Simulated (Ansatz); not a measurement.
```xyz
11

O    -1.101    1.500    0.963
Si   -0.248    0.122    1.202
S    -0.906   -1.588   -0.142
B     0.866   -0.591   -0.186
Ga    0.871    0.678   -1.827
H    -1.897    1.645    1.478
H    -0.485   -0.382    2.582
H    -0.689   -2.509    0.819
H     1.807   -1.286    0.053
H    -0.341    0.812   -2.833
H     2.121    1.598   -2.109
```

The species carries charge 0 and has multiplicity 1. The bonds changed during the relaxation, so this is another structure than the one it started from.

(1) List the PBE/def2-TZVPP orbital energies in eV (Ansatz). (An estimate is asked.)

Answers

(1) The calculation gave: Occupied: -10092.97, -2396.71, -1780.62, -1232.91, -1092.64, -1092.51, -1092.51, -511.05, -209.63, -176.58, -155.77, -155.65, -155.60, -142.63, -138.27, -97.29, -96.95, -96.94, -95.10, -95.00, -94.90, -25.74, -19.32, -19.21, -19.15, -19.14, -19.01, -18.95, -14.54, -12.72, -11.61, -10.66, -10.07, -9.31, -9.04, -8.24, -7.49, -6.81, -6.59, -5.66. Lowest empty: -2.07, -1.26, -0.90, -0.74, -0.17, 0.34, 0.73, 1.33.
